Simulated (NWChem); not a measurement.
Species: CuH2OI; SMILES [OH2]->[Cu][I]

Computed with NWChem. Structure relaxed at the PBE0/def2-SVP level. No frequency run checked for a minimum. def2 effective core potentials on I; no spin-orbit coupling. Ions are spin-unrestricted doublets at the neutral geometry; other ion states weren't tried.

For level PBE/def2-SVP:

```yaml
vertical ionisation energy, ΔSCF (eV): 7.91
"−ε(HOMO) (eV)": 4.53
```

What are these values for level CAM-B3LYP/def2-SVP?


| Item | Value |
|---|---|
| vertical ionisation energy, ΔSCF (eV) | 8.22 |
| −ε(HOMO) (eV) | 7.05 |
